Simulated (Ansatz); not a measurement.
Species: dipyranylidene `C1=CC(=C2C=COC=C2)C=CO1` (charge 0, multiplicity 1), formula C₁₀H₈O₂.

Problem. How many basis functions does frozen-core CCSD(T)/def2-SVP // B3LYP-D3(BJ)/def2-SVP (Ansatz, an electronic-structure program) use, how many core orbitals are frozen, and how many electrons are correlated?

Solution. 208 basis functions and 12 frozen orbitals, which leaves 60 correlated electrons. Core time is of the order of minutes.
